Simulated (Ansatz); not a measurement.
C2H6Cl2Si, charge -1, doublet, at a GFN2-xTB geometry (a state made from the parent by changing its charge; the spin is typed, not shown lowest) (a gas-phase anion, which may not be bound at this level); Ansatz (a program for electronic structure) with BLYP/def2-SVP.

The Ansatz input:
Ansatz 0.2 input:
```yaml
crystal:
  periodic: [false, false, false]
  atoms:
    - {symbol: C, position_ang: [1.42650279, -1.09765924, -0.30315678]}
    - {symbol: Si, position_ang: [0.01213736, 0.16509109, -0.03165282]}
    - {symbol: C, position_ang: [-1.56388176, -0.70217827, 0.62622317]}
    - {symbol: Cl, position_ang: [0.76305449, 0.79178801, 2.13220720]}
    - {symbol: Cl, position_ang: [-0.69452658, 0.10064806, -2.29070594]}
    - {symbol: H, position_ang: [1.11420848, -1.87858725, -0.99280464]}
    - {symbol: H, position_ang: [2.30728618, -0.62012116, -0.72403909]}
    - {symbol: H, position_ang: [1.71703127, -1.55674218, 0.63856189]}
    - {symbol: H, position_ang: [-2.37176399, 0.00847255, 0.77886613]}
    - {symbol: H, position_ang: [-1.91241609, -1.45110271, -0.08106818]}
    - {symbol: H, position_ang: [-1.36496922, -1.18558243, 1.57970349]}
basis:
  gaussian:
    orbitals: def2-SVP
    final_grid: {core_spheres: 4, valence_spheres: 8, degree: 17}
hamiltonian:
  xc: blyp
total_charge: -1
magnetization: {spin_polarized: true, initial_magnetization: 1}
```

What does Ansatz print? Leave out banner, timings and long lists.


```
Functional definition: BLYP
1250 factors; their error is unknown
mean field evaluation 1: about -35074.0978 eV, gradient 4.4e1 eV
mean field evaluation 2: about -35057.9594 eV, gradient 6.6e1 eV
mean field evaluation 4: about -35083.8071 eV, gradient 4.2e0 eV
mean field evaluation 8: about -35083.9065 eV, gradient 2.5e-2 eV
mean field evaluation 16: about -35083.8306 eV, gradient 6.7e-5 eV
mean field -35083.83055934 eV, -1289.3069923811 hartree, gradient 3.4e-5 eV, S^2 0.751328; 0 other end points of the search recorded, 0 dependent functions left out
reference -35083.83085529 eV, -1289.3070032574 hartree; 34, 33 occupied and 78, 79 virtual orbitals, 1250 factors
Total energy: -35083.83085529 eV, -1289.3070032574 hartree
```
